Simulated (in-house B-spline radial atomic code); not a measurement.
Configurations of Pm VII (Pm6+), with energies counted from [Kr] 4d10 4f3 5s2 5p4. Level of theory: scalar-relativistic (X2C) PBE0, spin-polarised, spherical fractional occupations, exact exchange averaged over the configuration, Fermi nucleus of rms radius 4.962 fm; calculated with an all-electron radial atomic-structure program (B-spline basis). Shells without spins written out take the highest spin.

Occupations are held fixed; configurations that lie above the ionisation limit could autoionise.

```tsv
configuration	E - E(ref) (eV)	highest orbital	its <r> (bohr)
[Kr] 4d10 4f2 5s2 5p4 6s1	37.898	6s up	2.57
[Kr] 4d9 4f3 5s2 5p5	117.69	5p down	1.466
[Kr] 4d9 4f3 5s2 5p4 6s1	160.17	6s up	2.563
[Kr] 4d9 4f3 5s2 5p4 6p1	168.19	6p up	2.848
[Kr] 4d9 4f3 5s2 5p4 6d1	179.41	6d up	3.431
```

Q: Order these further configurations by energy, lowest first.
A. [Kr] 4d10 4f3 5s2 5p3 6p1
B. [Kr] 4d9 4f3 5s2 5p4 5d1
C. [Kr] 4d10 4f3 5s2 5p3 6d1
D. [Kr] 4d10 4f3 5s2 5p3 6s1
E. [Kr] 4d9 4f4 5s2 5p4

A: D (39.663 eV), A (47.574 eV), C (58.644 eV), E (120.35 eV), B (145.96 eV).
